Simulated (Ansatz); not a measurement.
Cost and result for the atomization energy of FH$_{4}$O$_{2}$SSi$_{2}$ (`O[SiH]S[SiH](O)F`) radical (10 atoms, 9 bonds).

```xyz
10

O     0.8615    0.9168    1.8636
Si   -0.2401   -0.2973    1.8391
S     0.1447   -1.7421    0.2780
Si   -0.3764   -0.4699   -1.3122
O     0.3027    1.0014   -1.0279
F     0.2225   -1.0946   -2.6459
H     1.0062    1.3113    0.9945
H    -0.0995   -1.0426    3.1182
H    -1.8276   -0.3171   -1.5344
H     0.0060    1.7342   -1.5729
```

Charge 0, multiplicity 2. Geometry: relaxed with PBE0-D4/def2-TZVP. It is one conformer, not always the lowest. Program: Ansatz. All runs use 2 threads of an AMD EPYC 7R13 on a shared host and a share of an NVIDIA H100 80 GB. Times are those of one run each, without the atoms' runs, and a repeat can differ threefold. Electronic energies, without spin–orbit coupling; frozen cores. CCSD(T)/CBS adds CCSD(T) − MP2 in def2-TZVPP to the MP2 limit, and its time is that of the two runs behind it. T1 = 0.014; ⟨S²⟩ of the reference is 0.76. B3LYP takes the VWN-RPA correlation (the form of Gaussian; ORCA's B3LYP/G).

CCSD(T)/CBS is a level of theory with its own doubt, some kJ/mol a heavy atom from the limit and from the frozen cores, so smaller differences don't rank the functionals.

```
                             level  functions  wall time
   PBE-D4/def2-TZVPP (with forces)        275      2.2 s
                PBE0-D4/def2-TZVPP        275      2.4 s
                 B2PLYP/def2-TZVPP        275      2.5 s
 B3LYP-D4/def2-TZVPP (with forces)        275      2.8 s
r2SCAN-D4/def2-TZVPP (with forces)        275        3 s
                    MP2/def2-QZVPP        501      3.2 s
                ωB97X-V/def2-TZVPP        275      3.2 s
  ωB97M-V/def2-TZVPP (with forces)        275      3.9 s
                CCSD(T)/def2-TZVPP        275       11 s
                 CCSD(T)/CBS(def2)          –       14 s
```

Task: What atomization energy does each give, and how far from CCSD(T)/CBS? (Estimate.)

Result: The calculation gave: 
| level | atomization (kcal/mol) | difference from CCSD(T)/CBS | per bond |
| --- | --- | --- | --- |
| PBE-D4/def2-TZVPP (with forces) | 894.2 | 7.3 | 0.8 |
| PBE0-D4/def2-TZVPP | 873.4 | -13.5 | -1.5 |
| B2PLYP/def2-TZVPP | 868.3 | -18.6 | -2.1 |
| B3LYP-D4/def2-TZVPP (with forces) | 875.8 | -11.1 | -1.2 |
| r2SCAN-D4/def2-TZVPP (with forces) | 888.9 | 2.0 | 0.2 |
| MP2/def2-QZVPP | 902.7 | 15.8 | 1.8 |
| ωB97X-V/def2-TZVPP | 886.2 | -0.7 | -0.1 |
| ωB97M-V/def2-TZVPP (with forces) | 885.1 | -1.8 | -0.2 |
| CCSD(T)/def2-TZVPP | 855.2 | -31.7 | -3.5 |
| CCSD(T)/CBS(def2) | 886.9 | 0.0 | 0.0 |

From PBE to PBE0 (25 % exact exchange), in def2-TZVPP and without D4, the atomization energy moves by −19.7 kcal/mol: exact exchange takes away binding that semilocal exchange gives to molecules. The D4 term adds +12.1 kcal/mol with B3LYP and +6.3 kcal/mol with PBE0; it sums over pairs of atoms, weighted by their polarisabilities, and B3LYP, whose exchange is more repulsive, gets the larger term. In def2-TZVPP, CCSD(T) changes the Hartree–Fock value by +229.3 kcal/mol (the triples alone add +15.7 kcal/mol) and MP2 by +257.6 kcal/mol; breaking electron pairs costs correlation energy, which Hartree–Fock lacks.
